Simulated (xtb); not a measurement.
FH₆NOSi₂, SMILES O[Si@@H](N[SiH3])F. All values are semi-empirical tight-binding results from xtb (GFN2-xTB unless named), good for trends rather than for accurate numbers. Geometry: GFN2-xTB. The structure was generated by enumeration; whether it is a known compound was not checked. The values are those of a single conformer.

Optimised geometry:

Bonded distances (Å): O1–Si2 1.617, O1–H6 0.951, Si2–F3 1.602, Si2–N4 1.720, Si2–H7 1.445, N4–Si5 1.735, N4–H8 1.008, Si5–H9 1.465, Si5–H10 1.465, Si5–H11 1.462. Angles (°): Si2–O1–H6 121.3, O1–Si2–F3 101.8, O1–Si2–N4 111.2, O1–Si2–H7 114.6, F3–Si2–N4 111.4, F3–Si2–H7 106.9, N4–Si2–H7 110.5, Si2–N4–Si5 127.5, Si2–N4–H8 115.0, Si5–N4–H8 114.8, N4–Si5–H9 104.5, N4–Si5–H10 112.5, N4–Si5–H11 106.3, H9–Si5–H10 110.7, H9–Si5–H11 112.4, H10–Si5–H11 110.3.
Charge 0, spin multiplicity 1.

Task: Estimate the properties. (An estimate is asked for; the answer gives what the named calculation found.)

Result: 
The orbital gap comes out as 5.58 eV, the dipole moment is 3.01 D and the zero-point energy is 40.5 kcal/mol. The G − E(el) at 298.15 K (modified RRHO) is 19.8 kcal/mol and the static polarisability (D4 model) is 76.7 bohr³. The solvation energy, GFN2-xTB/ALPB(water) is -5.0 kcal/mol and the solvation energy, GFN2-xTB/ALPB(methanol) is -5.4 kcal/mol.

Task: Give the atomic charges and the Wiberg bond orders between heavy atoms. (The exact figures need the calculation; the answer reports its results.)

Result: charges (e) O1 -0.46, Si2 0.62, F3 -0.27, N4 -0.45, Si5 0.48, H6 0.31, H7 -0.07, H8 0.15, H9 -0.11, H10 -0.10, H11 -0.10. Bond orders O1–Si2 1.18, Si2–F3 1.07, Si2–N4 1.06, N4–Si5 1.04.
